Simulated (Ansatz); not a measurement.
Basis sets compared for Si(CF3)H3 (CH3F3Si). Total charge 0; singlet. Geometry r2SCAN-D4/def2-SVP. Ansatz on 4 threads of Arm Neoverse V2 on a shared host; times are rough, and most runs start from earlier orbitals.

```xyz
8

Si    0.273    0.843    0.428
C    -0.263   -0.810   -0.411
F     0.154   -1.886    0.291
F     0.247   -0.928   -1.656
F    -1.605   -0.903   -0.521
H    -0.221    1.959   -0.422
H     1.758    0.844    0.510
H    -0.343    0.881    1.781
```

Binding counts from free atoms (Si triplet, C triplet, F doublet, H doublet) in the same basis, without a counterpoise term.

```tsv
level	functions	energy (Eh)	HOMO (eV)	LUMO (eV)	binding per atom (eV)	wall time
HF/STO-3G	32	-618.8730	-9.31	12.30	2.89	0.1 s
HF/6-31G	55	-626.6782	-13.76	3.20	2.02	0.15 s
HF/def2-TZVP	179	-627.0175	-13.63	2.88	2.52	0.75 s
PBE-D4/def2-SVP	89	-628.0928	-7.84	-0.31	3.75	0.55 s
PBE-D4/def2-TZVP	179	-628.6070	-8.08	-0.72	3.68	1.1 s
r2SCAN-D4/def2-TZVP	179	-628.9151	-8.44	-0.31	3.60	2.4 s
PBE0-D4/def2-SVP	89	-628.1227	-9.55	0.49	3.61	0.7 s
PBE0-D4/def2-TZVP (with forces)	179	-628.6348	-9.66	0.09	3.57	1.8 s
```

**Question.** Estimate the rows for PBE-D4/def2-TZVPD, r2SCAN-D4/def2-TZVPD, PBE0-D4/def2-TZVPD.

**Answer.** 
```csv
level,functions,energy (Eh),HOMO (eV),LUMO (eV),binding per atom (eV),wall time
PBE-D4/def2-TZVPD,227,-628.6098,-8.15,-0.87,3.67,1.6 s
r2SCAN-D4/def2-TZVPD,227,-628.9171,-8.48,-0.41,3.60,3.4 s
PBE0-D4/def2-TZVPD,227,-628.6369,-9.71,-0.11,3.56,2.1 s
```
